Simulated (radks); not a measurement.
Numerical settings for neutral bismuth, [Hg] 6p3. All-electron calculation, Dirac Kohn-Sham, PBE, spin-unpolarised, spherical densities, finite nucleus; open shells are shared between the two j in proportion to 2j + 1; Fermi nuclear charge, rms radius 5.5211 fm. Program: a radial shooting solver on a logarithmic mesh with Libxc functionals. The defaults (mesh step 0.008 in ln r, mesh end at 40 bohr or more with all orbitals vanishing there, Anderson mixing 0.5 over 9 steps, residual threshold near 1e-9 with the energy settled to 1e-9 hartree or 1e-11 of itself, here a cap of 77 iterations) give E = -21574.871 hartree and 6p3/2 at -4.069 eV in 14 iterations. Run on one thread of a shared host, so times are rough (Arm Neoverse V1): 0.19 s of CPU time, 0.19 s wall, 14 iterations on 2440 mesh points. Changes against that run (0 stands for a change within the tolerance of the run):

[
 {"setting": "mesh step in ln r 0.2", "iterations": "4", "converged": "no", "E (mhartree)": "diverged", "e(6p3/2) (meV)": "-", "CPU (s)": "0.01"},
 {"setting": "mesh step in ln r 0.12", "iterations": "4", "converged": "no", "E (mhartree)": "diverged", "e(6p3/2) (meV)": "-", "CPU (s)": "0.01"},
 {"setting": "mesh step in ln r 0.005", "iterations": "14", "converged": "yes", "E (mhartree)": "0", "e(6p3/2) (meV)": "0", "CPU (s)": "0.27"},
 {"setting": "mesh end (bohr) 12", "iterations": "14", "converged": "yes", "E (mhartree)": "+0.0717", "e(6p3/2) (meV)": "+7.21", "CPU (s)": "0.17"},
 {"setting": "mesh end (bohr) 5", "iterations": "14", "converged": "yes", "E (mhartree)": "+169", "e(6p3/2) (meV)": "+3.5e+03", "CPU (s)": "0.16"},
 {"setting": "residual threshold 0.001", "iterations": "8", "converged": "yes", "E (mhartree)": "0", "e(6p3/2) (meV)": "+0.193", "CPU (s)": "0.14"},
 {"setting": "residual threshold 1e-16", "iterations": "77", "converged": "no", "E (mhartree)": "0", "e(6p3/2) (meV)": "0", "CPU (s)": "0.47"},
 {"setting": "mixing 2.5", "iterations": "17", "converged": "yes", "E (mhartree)": "0", "e(6p3/2) (meV)": "0", "CPU (s)": "0.22"},
 {"setting": "linear mixing, mixing 0.5", "iterations": "30", "converged": "yes", "E (mhartree)": "0", "e(6p3/2) (meV)": "0", "CPU (s)": "0.31"},
 {"setting": "linear mixing, mixing 1", "iterations": "77", "converged": "no", "E (mhartree)": "+4.83e+05", "e(6p3/2) (meV)": "-1.05e+06", "CPU (s)": "5"},
 {"setting": "mixing history 20", "iterations": "14", "converged": "yes", "E (mhartree)": "0", "e(6p3/2) (meV)": "0", "CPU (s)": "0.19"},
 {"setting": "iteration cap 2", "iterations": "2", "converged": "no", "E (mhartree)": "+1.04e+03", "e(6p3/2) (meV)": "-4.71e+03", "CPU (s)": "0.04"}
]

Settings that end as converged yet miss the energy by more than 1 mhartree: mesh end (bohr) 5 (+0.169 hartree). A mesh that ends early acts as a hard wall.
